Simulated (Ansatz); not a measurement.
A made-up structure of GeH3SO (charge -1), singlet:

S1  (1.133, -0.790, 0.197)
O2  (0.282, -1.954, 1.210)
Ge3  (-0.102, 0.386, -0.226)
H4  (-1.260, -0.223, -1.050)
H5  (0.618, 1.448, -1.134)
H6  (-0.671, 1.133, 1.003)
(Å)

It is relaxed with PBE-D4/def2-SVPD and then PBE0-D4/def2-TZVPD (Ansatz 0.2.0). Atoms count as bonded within 1.22 times the sum of their covalent radii (H–H: 0.88 Å). The end point is not checked to be a true minimum.

Question: Does its bonding change? (Judge from chemistry; the calculation decides.)

Answer: By the calculation: No: no bond forms or breaks.

Where it ends: The first stage lowers the energy by 3.31 eV in 9 steps. It ends as GeH₃SO ([O][S][GeH3]), total charge -1:
| atom | x (Å) | y (Å) | z (Å) |
| --- | --- | --- | --- |
| S1 | 1.2741 | -1.1085 | 0.3665 |
| O2 | 0.5098 | -2.1324 | 1.2620 |
| Ge3 | -0.1580 | 0.4680 | -0.2638 |
| H4 | -1.3906 | -0.0230 | -1.0959 |
| H5 | 0.5847 | 1.5053 | -1.1619 |
| H6 | -0.8199 | 1.2906 | 0.8931 |

Labels in which every atom is bracketed show which atoms are joined, not bond orders.

For scale, one of the runs: PBE0-D4/def2-TZVPD relaxation, 167 basis functions, launched by `ansatz run in.yaml --threads 2 --pin off --events-out ev --progress --plain --max-ram 4352MiB`. The run took about 32 s on 2 CPU threads of an Arm Neoverse V1 (shared host).
